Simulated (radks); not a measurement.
Task: Ni10+, configuration [Ne] 3p6 4s2 (not the ground configuration). Calculated with a radial shooting solver on a logarithmic mesh with Libxc functionals: scalar-relativistic Kohn-Sham, LDA (Slater exchange, Perdew-Wang correlation), spin-polarised, spherical densities, finite nucleus; Fermi nuclear charge, rms radius 3.7757 fm. Some entries of the table are withheld. Estimate them.

orbital,occ.,eigenvalue (hartree),<r> (bohr),<r^2> (bohr^2)
1s,2,-312.5440,0.05418,(1)
2s,2,-47.43096,0.2443,0.07034
2p,6,-42.46677,(2),0.05635
3s,0,(3),0.6569,0.4917
3p,6,(4),0.6562,0.4974
3d,0,-9.80609,0.6203,(5)
4s,2,-5.88749,1.377,2.125
4p,0,-5.35010,1.423,2.283
4f,0,-3.89919,1.415,2.256

Result: 
(1) 1s <r^2> (bohr^2): 0.003949
(2) 2p <r> (bohr): 0.2145
(3) 3s eigenvalue (hartree): -13.61075
(4) 3p eigenvalue (hartree): -12.10028
(5) 3d <r^2> (bohr^2): 0.4512
